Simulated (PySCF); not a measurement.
H2Sb, charge +1, multiplicity 1. Atoms are numbered in the order given.

```xyz
3

Sb     0.0000     0.0000     0.0456
H      0.0000    -1.2142    -1.1640
H      0.0000     1.2142    -1.1640
```
Charge +1, spin multiplicity 1.

The structure is a stationary point at B3LYP-D3(BJ)/def2-TZVPD. The multiplicity is an assumed one; other spin states were not compared. The isomer is the one that the SMILES or the coordinates give; other isomers of the formula were not compared. The def2 effective core potentials stand for the cores of Sb; spin–orbit coupling is left out.

Level of theory: TDA-PBE0/def2-TZVPD in PySCF 2.14.0.

Vertical excitations. Gas-phase values at a fixed geometry. State labels are in the subgroup C2v.

Computed excitation energies, oscillator strengths and character:
| state | symmetry | energy (eV) | λ (nm) | f | main pairs |
|---|---|---|---|---|---|
| S1 | B1 | 2.57 | 483 | 0.011 | HOMO→LUMO 99 % |
| S2 | A2 | 3.71 | 334 | 0.000 | HOMO−1→LUMO 100 % |
| S3 | B2 | 7.87 | 157 | 0.152 | HOMO→LUMO+1 83 %, HOMO−1→LUMO+2 14 % |
| S4 | A1 | 8.24 | 150 | 0.073 | HOMO→LUMO+2 78 %, HOMO−1→LUMO+1 22 % |
| S5 | A1 | 9.69 | 128 | 0.328 | HOMO−1→LUMO+1 47 %, HOMO→LUMO+4 20 %, HOMO→LUMO+3 17 %, HOMO→LUMO+2 13 % |
| S6 | A1 | 10.05 | 123 | 0.011 | HOMO→LUMO+3 79 %, HOMO→LUMO+4 13 % |
| S7 | B2 | 10.43 | 119 | 0.782 | HOMO−1→LUMO+2 74 % |
| S8 | A2 | 10.53 | 118 | 0.000 | HOMO→LUMO+5 99 % |
| S9 | B1 | 10.53 | 118 | 0.030 | HOMO→LUMO+6 72 %, HOMO−2→LUMO 27 % |
| S10 | A1 | 11.45 | 108 | 1.107 | HOMO→LUMO+4 58 %, HOMO−1→LUMO+1 17 %, HOMO→LUMO+8 9 % |
| T1 | B1 | 1.45 | 853 | 0 | HOMO→LUMO 99 % |
| T2 | A2 | 3.08 | 402 | 0 | HOMO−1→LUMO 100 % |
| T3 | B2 | 5.90 | 210 | 0 | HOMO→LUMO+1 95 % |
| T4 | A1 | 6.73 | 184 | 0 | HOMO−1→LUMO+1 49 %, HOMO→LUMO+2 47 % |
Triplets are in the Tamm–Dancoff approximation.
